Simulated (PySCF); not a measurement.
TiF₄ (singlet state).
Cartesian coordinates in Å at the PBE0-D3(BJ)/def2-SVP level; atoms count from 1:
```
atom  x, y, z in Å
F1    -1.0886   -0.8791    0.9403
Ti2    0.0749   -0.0853   -0.0564
F3     1.2446    0.7091    0.9328
F4    -0.7258    1.0787   -1.0473
F5     0.8663   -1.2513   -1.0521
```

Level of theory: PBE0-D3(BJ)/def2-SVP geometry optimisation, gas phase (PySCF 2.14.0).

(1) Which atoms are bound to Ti2, and at what distances?

(2) List the angles at Ti2.

(3) What is the shape at Ti2?

(4) What are the rotational constants (commonest isotopes, rigid rotor)?

Answers

(1) 4 atoms: F5 1.725 Å, F1 1.725 Å, F4 1.726 Å, F3 1.726 Å.

(2) 
| angle | degrees | distance of the outer atoms (Å) |
| --- | --- | --- |
| F1–Ti2–F3 | 109.7 | 2.82 |
| F4–Ti2–F5 | 109.7 | 2.82 |
| F3–Ti2–F4 | 109.5 | 2.82 |
| F1–Ti2–F5 | 109.4 | 2.82 |
| F3–Ti2–F5 | 109.3 | 2.82 |
| F1–Ti2–F4 | 109.2 | 2.81 |

(3) Tetrahedral: angles from 109.2° to 109.7°; τ4 = (360° − α − β)/141° = 1.00 with α and β the two widest (0 for a square, 1 for a tetrahedron).

(4) A = 3359, B = 3352, C = 3340 MHz: a spherical top.

Point group: Td (every atom within 0.08 Å of its image). Charge 0, singlet. Whether it is a minimum is left open (no frequencies).
